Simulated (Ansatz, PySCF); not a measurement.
This Ansatz (a first-principles code) input computes a r2SCAN/def2-TZVPD energy:

Ansatz 0.2 input:
```yaml
crystal:
  periodic: [false, false, false]
  atoms:
    - {symbol: F, position_ang: [0.62904051, -0.45823762, -1.37318079]}
    - {symbol: S, position_ang: [0.00000000, -0.00000000, -0.00000000]}
    - {symbol: F, position_ang: [1.27442995, -0.53483926, 0.76228239]}
    - {symbol: F, position_ang: [-0.68661161, -1.41253829, 0.15684144]}
    - {symbol: F, position_ang: [-1.27442995, 0.53483926, -0.76228239]}
    - {symbol: F, position_ang: [0.68661161, 1.41253829, -0.15684144]}
    - {symbol: F, position_ang: [-0.62904051, 0.45823762, 1.37318079]}
basis:
  gaussian:
    orbitals: def2-TZVPD
hamiltonian:
  xc: {name: r2SCAN}
output: {forces: true}
```

Problem. Write an input for the same energy in PySCF and say what it gives.

Solution. 
```python
from pyscf import gto, scf, dft

mol = gto.M(
    atom='''
    F     0.62904051   -0.45823762   -1.37318079
    S     0.00000000   -0.00000000   -0.00000000
    F     1.27442995   -0.53483926    0.76228239
    F    -0.68661161   -1.41253829    0.15684144
    F    -1.27442995    0.53483926   -0.76228239
    F     0.68661161    1.41253829   -0.15684144
    F    -0.62904051    0.45823762    1.37318079
    ''',
    basis='def2-tzvpd',
    charge=0,
    spin=0,
    verbose=4,
)

mf = dft.RKS(mol, xc='r2scan').density_fit(auxbasis='def2-universal-jkfit')
mf.grids.level = 4
mf.conv_tol = 1e-9
mf.max_cycle = 100
mf.max_memory = 1500
mf.kernel()
if not mf.converged:
    mf = mf.newton()
    mf.kernel(mf.make_rdm1())
mf.analyze()
```
It gives -997.23419 Eh, and Ansatz -997.23404 Eh, a difference of 0.15 mEh, from the treatment of integrals and grids.
